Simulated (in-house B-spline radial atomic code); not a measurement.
**HSE06 excitations of Cd2+**

Method: HSE06. Computed with an all-electron radial atomic-structure program (B-spline basis): linear response of the closed shell [Kr] 4d10 with the functional's adiabatic kernel; scalar-relativistic (spin-free one-electron X2C), finite nucleus, no spin-orbit coupling, no double excitations, S, P, D and F terms only; shells from n = 2 respond. Only terms of natural parity with L up to 3 were computed.

Command:
```bash
python run_td.py task.json out
```
Settings (radii: box in bohr, nucleus in fm):
```
Z                        48
electrons                46
configuration            [Kr] 4d10
hamiltonian              x2c
method                   hse06
box_radius               29.48
rms_radius               4.6087
intervals                73
```

Time taken, with all properties: 6.6 s on 1 thread of Arm Neoverse N1 (shared host).

The lowest states, in the order of their Tamm-Dancoff energies; the method's threshold (minus the highest occupied level) is 32.19 eV. Labels give the largest channel, * marks a mixed state, and oscillator strengths are full-response dipole values. Semilocal kernels can invert the small singlet-triplet splittings of Rydberg terms. Energies in eV:

| state | full response | Tamm-Dancoff | oscillator strength |
| --- | --- | --- | --- |
| 4d → 5s 3D | 9.392 | 9.419 | - |
| 4d → 5s 1D | 10.095 | 10.112 | - |
| 4d → 5p 3P | 16.060 | 16.088 | - |
| 4d → 5p 3F | 16.272 | 16.291 | - |
| 4d → 5p 1F | 16.584 | 16.586 | - |
| 4d → 5p 1P | 17.286 | 17.362 | 0.734 |
| 4d → 5d 3S | 23.869 | 23.888 | - |
| 4d → 6s 3D | 23.991 | 23.994 | - |
| 4d → 6s 1D | 24.103 | 24.106 | - |
| 4d → 5d 3D | 24.313 | 24.319 | - |
| 4d → 5d 1D | 24.509 | 24.516 | - |
| 4d → 5d 1S | 25.543 | 25.690 | - |
| 4d → 6p 3P | 25.922 | 25.928 | - |
| 4d → 6p 3F | 25.979 | 25.983 | - |
| 4d → 6p 1F | 26.049 | 26.049 | - |
| 4d → 6p 1P | 26.155 | 26.168 | 0.0472 |
| 4d → 4f 3P | 27.860 | 27.863 | - |
| 4d → 4f 3F | ? | ? | - |
| 4d → 4f 1F | ? | ? | - |
| 4d → 4f 1P | 28.060 | 28.074 | 0.288 |
| 4d → 7s 3D | 28.078 | 28.079 | - |
| 4d → 7s 1D | 28.114 | 28.115 | - |

(1) Where does 4d → 4f 3F lie?

(2) Where does 4d → 4f 1F lie?

(3) How large is the singlet-triplet splitting of 4d → 5s (D terms) in Tamm-Dancoff?

(4) What polarisabilities and dispersion coefficient does the method give?

## Answers

(1) At 27.965 eV in full response, 27.966 eV in Tamm-Dancoff.

(2) At 27.996 eV in full response, 27.996 eV in Tamm-Dancoff.

(3) 0.693 eV, from the unrounded values.

(4) Dipole 5.428 bohr³, quadrupole 21.08 bohr⁵, C6 27.62 hartree·bohr⁶ for two such species.
